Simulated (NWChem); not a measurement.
System: CdH₂SO; SMILES [OH][Cd][SH]

Here is an NWChem input.

```
start job
memory heap 200 mb stack 900 mb global 1100 mb
geometry units angstroms noautoz
  Cd    -0.451353     0.145865     0.020699
  O     -0.750701     2.062043     0.352329
  H     -0.379546     2.605385    -0.352342
  S     -0.190523    -2.146162    -0.318564
  H      1.009703    -2.189753     0.303099
end
basis spherical
  Cd library def2-svp
  O library def2-svp
  H library def2-svp
  S library def2-svp
end
ecp
  Cd library def2-ecp
end
dft
  xc xpbe96 cpbe96
  grid xfine
  iterations 150
  mulliken
end
task dft gradient
```

Output (shortened):

```
             Northwest Computational Chemistry Package (NWChem) 7.3.0
             --------------------------------------------------------

 C1  symmetry detected

                             Geometry "geometry" -> ""
                             -------------------------

 Output coordinates in angstroms (scale by  1.889725989 to convert to a.u.)

  No.       Tag          Charge          X              Y              Z
 ---- ---------------- ---------- -------------- -------------- --------------
    1 Cd                  48.0000    -0.00648565    -0.29271301    -0.00131313
    2 O                    8.0000    -0.01690941    -2.25890090    -0.07426733
    3 H                    1.0000     0.02122022    -2.64599596     0.80791254
    4 S                   16.0000    -0.05423010     2.03842492    -0.00730389
    5 H                    1.0000     1.29304811     2.15262892    -0.03388151

 Effective nuclear repulsion energy (a.u.)     326.1734855751

 Summary of "ao basis" -> "ao basis" (spherical)
 ------------------------------------------------------------------------------
       Tag                 Description            Shells   Functions and Types
 ---------------- ------------------------------  ------  ---------------------
 Cd                         def2-svp                11       31   5s3p2d1f
 O                          def2-svp                 6       14   3s2p1d
 H                          def2-svp                 3        5   2s1p
 S                          def2-svp                 8       18   4s3p1d

            General Information
            -------------------
          SCF calculation type: DFT
          Wavefunction type:  closed shell.
          No. of atoms     :     5
          No. of electrons :    46
           Alpha electrons :    23
            Beta electrons :    23
          Charge           :     0
          Spin multiplicity:     1
          Use of symmetry is: off; symmetry adaption is: off
          Maximum number of iterations: 150
          AO basis - number of functions:    73
                     number of shells:    31
          Convergence on energy requested:  1.00D-06
          Convergence on density requested:  1.00D-05
          Convergence on gradient requested:  5.00D-04

              XC Information
              --------------
          PerdewBurkeErnzerhof Exchange Functional  1.000
            Perdew 1991 LDA Correlation Functional  1.000 local
           PerdewBurkeErnz. Correlation Functional  1.000 non-local

             Grid Information
             ----------------
          Grid used for XC integration:  xfine
          Radial quadrature: Mura-Knowles
          Angular quadrature: Lebedev.
          Tag              B.-S. Rad. Rad. Pts. Rad. Cut. Ang. Pts.
          ---              ---------- --------- --------- ---------
          Cd                  1.55      205          10.0      1454
          O                   0.60      100          12.0      1454
          H                   0.35      100          13.0      1202
          S                   1.00      125          12.0      1454
          Grid pruning is: on
          Number of quadrature shells:   630
          Spatial weights used:  Erf1

      Superposition of Atomic Density Guess
      -------------------------------------

 Sum of atomic energies:        -665.01071636

      Non-variational initial energy
      ------------------------------

 Total energy =    -640.266637
 1-e energy   =   -1255.583381
 2-e energy   =     462.368068
 HOMO         =      -0.311833
 LUMO         =      -0.061530

     ---------------------------------------------
      Total Density - Mulliken Population Analysis
     ---------------------------------------------

    Atom       Charge   Shell Charges
 -----------   ------   -------------------------------------------------------
    1 Cd  20    18.98  -0.37  1.62  0.74  0.54  0.25  5.95  0.17  0.09  9.11  0.88  0.00
    2 O    8     9.02   1.99  1.12  0.69  3.13  2.09  0.00
    3 H    1     0.67   0.54  0.07  0.06
    4 S   16    16.53   2.00  1.99  1.21  0.64  5.94  1.80  2.93  0.02
    5 H    1     0.80   0.58  0.19  0.03

   convergence    iter        energy       DeltaE   RMS-Dens  Diis-err
 ---------------- ----- ----------------- --------- --------- ---------
 d= 0,ls=0.0,diis     1   -641.8199658977 -7.95D+02  4.37D-02  8.94D-01
 d= 0,ls=0.0,diis     2   -639.7450010255  2.07D+00  3.52D-02  1.59D+01
 d= 0,ls=0.0,diis     3   -641.9132223079 -2.17D+00  1.02D-02  1.30D-01
 d= 0,ls=0.0,diis     4   -641.9171920843 -3.97D-03  4.93D-03  1.25D-01
 d= 0,ls=0.0,diis     5   -641.9384291894 -2.12D-02  7.24D-04  3.61D-03
  Resetting Diis
 d= 0,ls=0.0,diis     6   -641.9388017480 -3.73D-04  2.53D-04  4.25D-04
 d= 0,ls=0.0,diis     7   -641.9388566356 -5.49D-05  1.11D-04  1.40D-05
 d= 0,ls=0.0,diis     8   -641.9388519563  4.68D-06  8.31D-05  5.25D-05
 d= 0,ls=0.0,diis     9   -641.9388577381 -5.78D-06  2.53D-05  6.72D-06
 d= 0,ls=0.0,diis    10   -641.9388584495 -7.11D-07  4.03D-06  1.92D-07

         Total DFT energy =     -641.938858449451
      One electron energy =    -1256.687449242889
           Coulomb energy =      511.991749255514
    Exchange-Corr. energy =      -50.191834156371
 Nuclear repulsion energy =      152.948675694294

 Numeric. integr. density =       46.000000108151

[...]

                         DFT ENERGY GRADIENTS

    atom               coordinates                        gradient
                 x          y          z           x          y          z
   1 Cd     -0.012256  -0.553147  -0.002481   -0.000127  -0.002674  -0.001739
   2 O      -0.031954  -4.268704  -0.140345    0.000458   0.002079   0.012922
   3 H       0.040100  -5.000207   1.526733   -0.000532   0.003514  -0.011564
   4 S      -0.102480   3.852065  -0.013802    0.005981  -0.002876   0.000262
   5 H       2.443507   4.067879  -0.064027   -0.005780  -0.000043   0.000120
```

Level: PBE/def2-SVP with def2 effective core potentials on Cd. Coordinates come from a PBE0/def2-SVP optimisation. def2 effective core potentials on Cd; no spin-orbit coupling.
